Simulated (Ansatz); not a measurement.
```yaml
crystal:
  periodic: [false, false, false]
  atoms:
    - {symbol: C, position_ang: [0.183495, -1.173576, 0.685324]}
    - {symbol: C, position_ang: [0.543264, 0.272243, 0.374176]}
    - {symbol: Ga, position_ang: [-0.568168, 1.103948, -1.004254]}
    - {symbol: Cl, position_ang: [-2.157024, 0.057562, -1.987891]}
    - {symbol: Cl, position_ang: [-0.314184, 3.123019, -1.665990]}
    - {symbol: H, position_ang: [-0.844862, -1.268560, 1.039924]}
    - {symbol: H, position_ang: [0.838933, -1.578991, 1.460981]}
    - {symbol: H, position_ang: [0.278460, -1.813640, -0.194199]}
    - {symbol: H, position_ang: [1.578491, 0.367929, 0.032127]}
    - {symbol: H, position_ang: [0.461585, 0.910076, 1.259802]}
basis:
  gaussian: {orbitals: aug-cc-pVDZ}
hamiltonian: {xc: {name: revPBE}, dispersion: d3bj}
scf: {lower_state_search: light}
output: {forces: true}
```

```sh
$ ansatz run in.yaml --threads 4 --pin off --events-out ev --progress --plain --max-ram 10444MiB
```

Shortened log:

```
Functional definition: revPBE
1878 factors; their error is unknown
mean field evaluation 1: about -79557.5315 eV, gradient 7.7e1 eV
mean field evaluation 2: about -79466.4942 eV, gradient 1.5e2 eV
mean field evaluation 4: about -79572.3061 eV, gradient 1.3e1 eV
mean field evaluation 8: about -79572.8066 eV, gradient 2.5e-1 eV
mean field evaluation 16: about -79572.7762 eV, gradient 1.6e-3 eV
mean field -79572.77624781 eV, -2924.2455907422 hartree, gradient 4.6e-5 eV, S^2 0.000000; 0 other end points of the search recorded, 0 dependent functions left out
reference -79572.77634039 eV, -2924.2455941445 hartree; 41, 41 occupied and 140, 140 virtual orbitals, 1878 factors
Total energy: -79573.32963120 eV, -2924.2659272064 hartree
Atom 0 at     0.183495    -1.173576     0.685324 Å, force    -0.025939    -0.001485    -0.022510 eV/Å
Atom 1 at     0.543264     0.272243     0.374176 Å, force    -0.057193    -0.038762    -0.034505 eV/Å
Atom 2 at    -0.568168     1.103948    -1.004254 Å, force     0.218232    -0.144387     0.261250 eV/Å
Atom 3 at    -2.157024     0.057562    -1.987891 Å, force    -0.506814    -0.341277    -0.310058 eV/Å
Atom 4 at    -0.314184     3.123019    -1.665990 Å, force     0.084479     0.655296    -0.212496 eV/Å
Atom 5 at    -0.844862    -1.268560     1.039924 Å, force    -0.428476    -0.037948     0.151047 eV/Å
Atom 6 at     0.838933    -1.578991     1.460981 Å, force     0.283421    -0.160751     0.328913 eV/Å
Atom 7 at     0.278460    -1.813640    -0.194199 Å, force     0.043139    -0.266994    -0.367399 eV/Å
Atom 8 at     1.578491     0.367929     0.032127 Å, force     0.436449     0.050781    -0.163208 eV/Å
Atom 9 at     0.461585     0.910076     1.259802 Å, force    -0.047299     0.285527     0.368966 eV/Å
Dipole moment:     0.349049    -0.289454     0.445751 e Å
```

Run time 3.8 s (4 threads of an Arm Neoverse V1 on a shared host); peak host memory 0.32 GiB.
